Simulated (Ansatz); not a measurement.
One change: `F[SiH](F)C[O][AlH2]` becomes `O[SiH](O)C[SiH](F)F`.

Ansatz, PBE0-D4/def2-TZVP geometries, multiplicity 1. Each molecule was computed in one conformer, which needn't be the lowest.

```tsv
property	`F[SiH](F)C[O][AlH2]`
LUMO energy (B3LYP/def2-TZVPP) / eV	-1.50
LUMO energy (PBE0/def2-TZVPP) / eV	-1.28
HOMO energy (PBE0/def2-TZVPP) / eV	-8.09
HOMO–LUMO gap (B3LYP/def2-TZVPP) / eV	6.39
LUMO energy (PBE/def2-TZVPP) / eV	-2.04
HOMO–LUMO gap (ωB97M-V/def2-TZVPP) / eV	10.72
```

Question: Give the same properties after the change, and the shifts. (Estimate.)

Answer: The calculation gave: 
```tsv
property	`O[SiH](O)C[SiH](F)F`	shift
LUMO energy (B3LYP/def2-TZVPP) / eV	0.06	1.56
LUMO energy (PBE0/def2-TZVPP) / eV	0.33	1.61
HOMO energy (PBE0/def2-TZVPP) / eV	-8.74	-0.65
HOMO–LUMO gap (B3LYP/def2-TZVPP) / eV	8.58	2.19
LUMO energy (PBE/def2-TZVPP) / eV	-0.55	1.49
HOMO–LUMO gap (ωB97M-V/def2-TZVPP) / eV	12.92	2.20
```

With PBE0 the HOMO falls by 0.65 eV and the LUMO rises by 1.61 eV, so the gap widens by about 2.26 eV. PBE moves the HOMO by -0.64 eV and ωB97M-V by -0.56 eV.

B3LYP here is the variant with VWN-RPA as its local correlation; programs differ in this.
